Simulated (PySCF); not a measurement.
Atoms are numbered as in `[NH2:1][CH2:2][C:3]#[C:4][C:5]1=[CH:6][CH2:7][SiH2:8]1`. Each H is labelled by its parent atom.

PySCF 2.14.0 with density-fitted response routines calculation with GIAO PBE0/pcSseg-1 shieldings and geometry: GFN2-xTB; a single conformation, fast rotation and ring inversion assumed for equivalent nuclei, relativity neglected, in vacuum.

Scale: ¹³C (σ = 186.93 ppm) and ¹H (σ = 31.72 ppm) and ²⁹Si (σ = 349.16 ppm) against TMS; NH3 for ¹⁵N (σ = 267.73 ppm) (reference shieldings calculated alike).

```csv
atoms,nucleus,count,Hirshfeld charge,δ (ppm)
C3,¹³C,1,-0.06,104.8
C6,¹³C,1,-0.02,?
H(C6),¹H,1,0.05,7.18
C4,¹³C,1,-0.08,88.2
C5,¹³C,1,-0.10,135.3
H(C2),¹H,2,0.06,3.71
H(Si8),¹H,2,-0.07,5.02
Si8,²⁹Si,1,0.36,-34.5
C2,¹³C,1,-0.01,?
C7,¹³C,1,-0.16,18.8
N1,¹⁵N,1,-0.24,48.5
H(N1),¹H,2,0.11,?
H(C7),¹H,2,0.04,?
```

Fill in the missing shifts.

Answers


- C6: 163.8 ppm, alkene CH; as expected for a trigonal carbon in a double bond
- C2: 37.0 ppm, propargylic sp3 CH2 bonded to N; pulled downfield by the heteroatom
- H(C7): 1.92 ppm, hydrogen on an allylic sp3 CH2 bonded to Si; allylic position
- H(N1): 0.84 ppm, hydrogen on an amine nitrogen; exchangeable, gas-phase position

OH/NH shifts are gas-phase values; hydrogen bonding in solution moves them, usually downfield. Shifts are as computed. Against solution values, carbons near 30 ppm lie about +3 ppm off and those near 130 ppm about +5 ppm. Of 1309 compounds with measured shifts, 239 miss one by over three times the rms of a fit or turn the order of signals round; such compounds aren't used in these exercises. Experimental scales use liquid or dissolved standards, which lie at an offset from isolated NH3 (liquid NH3: subtract about 20 ppm).
